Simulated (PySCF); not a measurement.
**W: excitation energy**

W [Xe] 4f14 5d4 6s2 (5D) → W [Xe] 4f14 5d6 (5D), as a difference of total energies. All numbers are calculated (PySCF 2.14, a scalar-relativistic core potential, in aug-cc-pVQZ-PP with ECP60MDF (7s7p6d4f3g2h, 135 functions)). Correlated levels: valence: 5s2 5p6 frozen. The calculations carry no spin-orbit coupling.

```json
{"method": "UHF", "excitation energy (eV)": "4.270"}
{"method": "LDA", "excitation energy (eV)": "3.678"}
{"method": "PBE", "excitation energy (eV)": "3.486"}
{"method": "PBE0", "excitation energy (eV)": "3.563"}
{"method": "r2SCAN", "excitation energy (eV)": "3.757"}
{"method": "BHandHLYP", "excitation energy (eV)": "3.897"}
{"method": "MP2 (valence)", "excitation energy (eV)": "3.898"}
{"method": "SCS-MP2 (valence)", "excitation energy (eV)": "4.002"}
```

Task: Estimate what TPSSh gives.

Result: 3.588 eV, closest to PBE0 among the rows shown.

Task: Estimate what MN15 gives.

Result: 3.994 eV, closest to SCS-MP2 (valence) among the rows shown.
